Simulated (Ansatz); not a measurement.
`C=N/C(O)=N\C` + `[OH][Ti]([Cl])([Cl])[Cl]` → `C[O][Ti]([Cl])([Cl])[Cl]` + `C=NC(=N)O`  (substitution at a C–N bond)

Program: Ansatz. Geometries: PBE0-D4/def2-TZVP. ΔE: electronic, gas phase. CCSD(T)/CBS adds triple-zeta CCSD(T) − MP2 to the extrapolated MP2 energy (def2 sets, frozen cores). DFT in def2-TZVPP. For Ti outer-core shells are correlated without core-valence functions, which leaves a few kJ/mol of doubt a bond. Scalar relativity is left out up to krypton. Each species was taken in one conformer, which may not be the lowest.

`C=N/C(O)=N\C`:

Cartesian coordinates in Å:
```
C 2.031 0.778 0.342
N 0.948 0.134 0.463
C -0.079 0.360 -0.458
O 0.176 1.295 -1.401
N -1.190 -0.236 -0.462
C -1.494 -1.236 0.525
H 2.218 1.508 -0.447
H 2.822 0.591 1.068
H -0.618 1.330 -1.948
H -0.696 -1.393 1.255
H -2.411 -0.949 1.047
H -1.707 -2.181 0.017
```

`[OH][Ti]([Cl])([Cl])[Cl]`:

Cartesian coordinates in Å:
```
O -0.846 1.016 -0.438
Ti 0.167 -0.328 0.024
Cl -0.262 -2.036 -1.259
Cl 2.258 0.255 -0.168
Cl -0.222 -0.831 2.108
H -1.096 1.925 -0.269
```

`C[O][Ti]([Cl])([Cl])[Cl]`:

Cartesian coordinates in Å:
```
C -0.530 -1.445 -0.594
O -0.081 -0.224 -0.092
Ti 0.470 1.282 0.527
Cl 2.266 1.872 -0.573
Cl 0.926 1.038 2.652
Cl -1.111 2.769 0.255
H -0.542 -2.186 0.209
H 0.141 -1.780 -1.389
H -1.539 -1.325 -0.995
```

`C=NC(=N)O`:

```xyz
9

C    -0.565    0.106    1.500
N     0.471   -0.072    0.795
C     0.344   -0.063   -0.602
N     1.317   -0.223   -1.390
O    -0.899    0.130   -1.079
H    -1.560    0.268    1.083
H    -0.455    0.097    2.583
H     2.167   -0.354   -0.849
H    -0.821    0.111   -2.041
```

Task: Is it downhill or uphill in electronic energy at CCSD(T)/CBS, and by how much? (An estimate is asked.)

Result: The calculation gave: Nearly level: ΔE = -1.1 kJ/mol.

Task: What do these levels give: revPBE-D4, BLYP-D4, PBE0-D4, CAM-B3LYP-D4, ωB97X-V, BHLYP, RPA@PBE/def2-TZVPP, CCSD/def2-SVP, SCS-MP2/def2-TZVPP, CCSD/def2-TZVPP, MP2/CBS(def2), CCSD/CBS(def2)? (Estimate.)

Result: Computed: revPBE-D4 2.8, BLYP-D4 -2.4, PBE0-D4 1.8, CAM-B3LYP-D4 -2.3, ωB97X-V -0.9, BHLYP -3.9, RPA@PBE/def2-TZVPP -6.9, CCSD/def2-SVP -11.9, SCS-MP2/def2-TZVPP -5.6, CCSD/def2-TZVPP -3.8, MP2/CBS(def2) 0.7, CCSD/CBS(def2) 0.0 kJ/mol.

Task: What do rigid-rotor, harmonic-oscillator terms from PBE0-D4/def2-TZVP frequencies (298.15 K, 1 bar) make of the CCSD(T)/CBS value? (Estimate.)

Result: Computed: ΔZPE = +5.3 kJ/mol, ΔH = +3.7 kJ/mol, ΔS = 2 J/(mol·K), ΔG = +3.1 kJ/mol. Modes under 50 cm⁻¹ make the entropy rough.

Largest T1 diagnostic among the species: 0.024, so the coupled-cluster value is less sure than usual.

In def2-TZVPP, CCSD(T) changes the Hartree–Fock value by +5.6 kJ/mol (the triples alone add −1.0 kJ/mol) and MP2 by +7.3 kJ/mol. At CCSD(T), def2-SVP lies −11.5 kJ/mol from the extrapolated value and def2-TZVPP −3.8 kJ/mol.
